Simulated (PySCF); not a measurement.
PySCF 2.14 output of an unrestricted M06 calculation on a single atom or ion in aug-cc-pVTZ-DK, with the spin-free X2C one-electron Hamiltonian (Gaussian nucleus):

```
SCF conv_tol = 1e-09
number electrons alpha = 15  beta = 13
    Y. Zhao and D. G. Truhlar.,  Theor. Chem. Acc. 120, 215 (2008)
    Y. Zhao and D. G. Truhlar.,  Theor. Chem. Acc. 120, 215 (2008)
cycle= 1 E= -1794.5471241096  delta_E= -0.0132  |g|= 0.109  |ddm|= 0.576
cycle= 2 E= -1794.54615287776  delta_E= 0.000971  |g|= 0.148  |ddm|= 0.15
cycle= 3 E= -1794.54854529217  delta_E= -0.00239  |g|= 0.00171  |ddm|= 0.0759
cycle= 4 E= -1794.54854617066  delta_E= -8.78e-07  |g|= 0.000714  |ddm|= 0.00336
cycle= 5 E= -1794.54854625335  delta_E= -8.27e-08  |g|= 3.24e-05  |ddm|= 0.000833
cycle= 6 E= -1794.54854625367  delta_E= -3.23e-10  |g|= 2.26e-06  |ddm|= 4.47e-05
converged SCF energy = -1794.54854625367  <S^2> = 2.0004452  2S+1 = 3.0002968
```

The run itself started from symmetry-adapted Hartree-Fock orbitals and held the occupation by maximum overlap, on a logarithmic radial grid, so the iterations belong to that start.

**Question.** Which element, charge and spin multiplicity is this?

**Answer.** Zn²⁺ (zinc, charge +2), multiplicity 3; the state was [Ar] 3d9 4s1, high-spin 3D determinant (an excited configuration).
